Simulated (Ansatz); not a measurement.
## Strength of the C–H bond: C2H2Cl2Si → SiH(CC)Cl2 + H

Species: C2H2Cl2Si `C#C[SiH](Cl)Cl`, singlet; SiH(CC)Cl2, doublet; H atom, doublet. 

Shapes, held fixed at every level: PBE0-D4/def2-TZVP. Programs: Ansatz 0.2.0. The zero-point and thermal change to 298 K, harmonic and unscaled (PBE0-D4/def2-TZVP), is -24.3 kJ/mol.

Problem. Estimate ΔH(298 K) of this reaction.

Solution. B2PLYP/def2-TZVPP gives ΔH(298 K) = +558.6 kJ/mol; the levels span +418.6 to +567.2. The median of the levels is +555.6. Hartree–Fock misses the correlation of the pair that is broken and comes out low. No measured value is set beside it here. Spin contamination: SiH(CC)Cl2 (⟨S²⟩ up to 1.18). Open shells run unrestricted. Times are processor times on shared x86 and Arm servers, and rough.

```json
{"level": "HF/def2-SVP", "kind": "Hartree–Fock", "ΔH(298 K) (kJ/mol)": "+418.6", "CPU time (sum over the molecules)": "–"}
{"level": "HF/def2-TZVPP", "kind": "Hartree–Fock", "ΔH(298 K) (kJ/mol)": "+422.7", "CPU time (sum over the molecules)": "–"}
{"level": "r2SCAN-D4/def2-TZVPP", "kind": "meta-GGA", "ΔH(298 K) (kJ/mol)": "+539.0", "CPU time (sum over the molecules)": "59 s"}
{"level": "B3LYP-D4/def2-TZVPP", "kind": "global hybrid", "ΔH(298 K) (kJ/mol)": "+558.8", "CPU time (sum over the molecules)": "61 s"}
{"level": "BHLYP-D4/def2-TZVPP", "kind": "global hybrid", "ΔH(298 K) (kJ/mol)": "+555.6", "CPU time (sum over the molecules)": "55 s"}
{"level": "wB97M-V/def2-TZVPP", "kind": "range-separated hybrid", "ΔH(298 K) (kJ/mol)": "+567.2", "CPU time (sum over the molecules)": "3 min"}
{"level": "B2PLYP/def2-TZVPP", "kind": "double hybrid", "ΔH(298 K) (kJ/mol)": "+558.6", "CPU time (sum over the molecules)": "71 s"}
```
